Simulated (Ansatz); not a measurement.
Ansatz (a program for electronic structure) input (PBE/6-31G*):

Ansatz 0.2 input:
```yaml
crystal:
  periodic: [false, false, false]
  atoms:
    - {symbol: Si, position_ang: [-2.20436500, 0.15637200, -0.57419300]}
    - {symbol: Si, position_ang: [0.04754200, -0.00337200, 0.01238400]}
    - {symbol: Cl, position_ang: [0.97738100, -1.48102300, -1.07313100]}
    - {symbol: Cl, position_ang: [0.24767100, -0.44921700, 2.00927300]}
    - {symbol: Cl, position_ang: [1.02005700, 1.77097700, -0.35133600]}
    - {symbol: H, position_ang: [-2.85752400, -1.13893200, -0.28419800]}
    - {symbol: H, position_ang: [-2.82179300, 1.23690900, 0.22565000]}
    - {symbol: H, position_ang: [-2.29199600, 0.46748700, -2.01781800]}
basis:
  gaussian:
    orbitals: 6-31G*
hamiltonian:
  xc: {name: PBE}
relax: {f_tol: 0.003, max_steps: 120}
```

From the output:

```
mean field: 0.28 GiB planned
mean field -53350.07113346 eV, -1960.5789521777 hartree, gradient 1.9e-5 eV, S^2 0.000000; 0 other end points of the search recorded, 0 dependent functions left out
the calculation of the forces begins
reference -53350.07117108 eV, -1960.5789535600 hartree; 41, 41 occupied and 60, 60 virtual orbitals, 1221 factors
relax step   3: F+E_penalty+E_count = -53350.07113346 eV  Δ(F+E_penalty+E_count) = -6.673e-4 eV  max|allowed force component| = 1.577e-2 eV/Å  Δτ_max = 0.0065 Å  (22 SCF iters, accepted)
these checks for a lower state are left out or cut short: starts, cluster_reference, orbital_swaps, neighbouring_geometries, increment
integrals: 0.06 GiB planned
1221 factors; their error is unknown
mean field: 0.28 GiB planned
mean field evaluation 32: about -53350.0712 eV, gradient 4.1e-5 eV
mean field -53350.07116638 eV, -1960.5789533876 hartree, gradient 5.3e-6 eV, S^2 0.000000; 0 other end points of the search recorded, 0 dependent functions left out
the calculation of the forces begins
reference -53350.07120400 eV, -1960.5789547698 hartree; 41, 41 occupied and 60, 60 virtual orbitals, 1221 factors
relax step   4: F+E_penalty+E_count = -53350.07116638 eV  Δ(F+E_penalty+E_count) = -3.292e-5 eV  max|allowed force component| = 1.869e-3 eV/Å  Δτ_max = 0.0016 Å  (22 SCF iters, accepted)
integrals: 0.06 GiB planned
1221 factors; their error is unknown
mean field: 0.28 GiB planned
mean field -53350.07116638 eV, -1960.5789533876 hartree, gradient 5.1e-6 eV, S^2 0.000000; 1 other end points of the search recorded, 0 dependent functions left out
the calculation of the forces begins
reference -53350.07120400 eV, -1960.5789547699 hartree; 41, 41 occupied and 60, 60 virtual orbitals, 1221 factors
Total energy: -53350.07120400 eV, -1960.5789547699 hartree
Atom 0 at    -2.211145     0.156859    -0.575953 Å, force     0.001869    -0.000129     0.000490 eV/Å
Atom 1 at     0.051841    -0.003663     0.013517 Å, force    -0.000269     0.000044    -0.000046 eV/Å
Atom 2 at     0.994338    -1.496076    -1.080735 Å, force    -0.000217     0.000692     0.000985 eV/Å
Atom 3 at     0.257989    -0.453328     2.030507 Å, force     0.000327     0.000524    -0.001072 eV/Å
Atom 4 at     1.037824     1.786944    -0.353237 Å, force    -0.000097    -0.001234     0.000074 eV/Å
Atom 5 at    -2.873844    -1.153975    -0.283957 Å, force    -0.000443    -0.000068    -0.000513 eV/Å
Atom 6 at    -2.838223     1.249686     0.233505 Å, force    -0.000636    -0.000244     0.000119 eV/Å
Atom 7 at    -2.301808     0.472755    -2.037017 Å, force    -0.000533     0.000415    -0.000037 eV/Å
Dipole moment:    -0.416898     0.029586    -0.108582 e Å
```

The geometry given is a B3LYP-D3(BJ)/def2-TZVP minimum.
